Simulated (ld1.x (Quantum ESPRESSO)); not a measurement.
# Cutoff test, mercury (Hg), TM

- Element: mercury (Hg)
- Generator: ld1.x (Quantum ESPRESSO) 7.5
- Type: norm-conserving Troullier–Martins (Kleinman–Bylander form)
- Functional: PBE
- Relativity: scalar-relativistic
- Frozen core: [Xe] 4f14
- Valence charge: 12
- Reference configuration: 5d10 6s2 6p0
- Partial waves: 6s (bound): rc 2.00 bohr; 5d (bound): rc 1.25 bohr; 6p (bound, empty): rc 2.50 bohr
- Local potential: the p channel
- Core correction: none

The pseudo-atom Hamiltonian at the reference potential is diagonalised in spherical Bessel functions j_l(qr) that vanish at 20 bohr, with q² up to the cutoff. All-electron valence levels (Ry): 6s -0.5010, 5d -0.7247, 6p -0.0769.

**Question.** How do the lowest levels (Ry) of each channel move with the cutoff, and are there ghosts?

**Answer.**

| cutoff (Ry) | s #1 | d #1 | p #1 | f #1 | f #2 | Σ f·Δε (mRy) |
| --- | --- | --- | --- | --- | --- | --- |
| 8 | -0.4927 | 0.0648 | -0.0762 | 0.1155 | 0.2440 | 7912.1 |
| 18 | -0.4985 | -0.3168 | -0.0768 | 0.1155 | 0.2440 | 4084.1 |
| 30 | -0.5006 | -0.6738 | -0.0769 | 0.1155 | 0.2440 | 509.8 |
| 50 | -0.5010 | -0.7227 | -0.0769 | 0.1155 | 0.2440 | 20.4 |
| 70 | -0.5010 | -0.7239 | -0.0769 | 0.1155 | 0.2440 | 8.6 |
| 110 | -0.5010 | -0.7247 | -0.0769 | 0.1155 | 0.2440 | 0.3 |
| 400 | -0.5010 | -0.7247 | -0.0769 | 0.1155 | 0.2440 | 0.0 |

Result: no extra level below or beside the all-electron valence levels (s, d, p, f tested); 10 mRy is reached at 70 Ry and 1 mRy at 90 Ry.
